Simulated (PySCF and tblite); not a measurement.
Results of a calculation; reference values are marked as such.
# Rotation: stationary points, barriers and rates

System: C7H8F (charge +1), numbered as in [CH:1]#[C:2][C+:3]([CH3:4])/[C:5]([F:6])=[CH:7]\[CH3:8].

Motion: rotation about the C5–C3 bond (torsion F6–C5–C3–C2 from -180° to 0°, rising). Level: CAM-B3LYP/pcSseg-1 + D3(BJ) on GFN2-xTB stationary points, with GFN2-xTB thermal terms. Rate constants are transition-state-theory values, counting equivalent paths, without tunnelling. Run with tblite and PySCF.

```tsv
point	symmetry	E(GFN2) kcal/mol	E(DFT) kcal/mol	ZPE change kcal/mol	lowest mode cm⁻¹
start	Cs	0.0	0.0	0.00	52
saddle	C1	21.7	23.6	-0.86	384i
end	Cs	2.5	3.0	0.38	62
```

* Electronic barrier: 23.6 kcal/mol
* Barrier with zero-point energy: 22.8 kcal/mol
* ΔH‡ (298 K): 22.6 kcal/mol
* ΔS‡ (298 K, symmetry apart): -1.2 cal/(mol K)
* Paths: 2 equivalent paths
* End point: a different minimum
* Mean lifetime of the start against this motion at 298 K: 1.4 h
* Cost: 75 s on 1 thread of Intel Xeon 6975P-C, on a host shared with other jobs (rough), peak memory 0.89 GiB, launched as `OMP_NUM_THREADS=1 python ens_run.py task.json out`

```csv
T/K,ΔG‡ kcal/mol,k s⁻¹,ΔG kcal/mol,k back s⁻¹
150,22.8,3.3×10⁻²¹,3.6,5.1×10⁻¹⁶
200,22.9,8.8×10⁻¹³,3.6,8.2×10⁻⁹
250,22.9,1.1×10⁻⁷,3.7,0.00018
298,22.9,0.0002,3.8,0.12
350,22.9,0.07,3.8,17
400,23.0,4.7,3.9,623
500,23.1,1760,4.0,9.7×10⁴
```

ΔG and ΔG‡ leave out symmetry numbers and mirror images; rates count paths: 2 out, 2 back.

The ion is treated without a counter-ion.
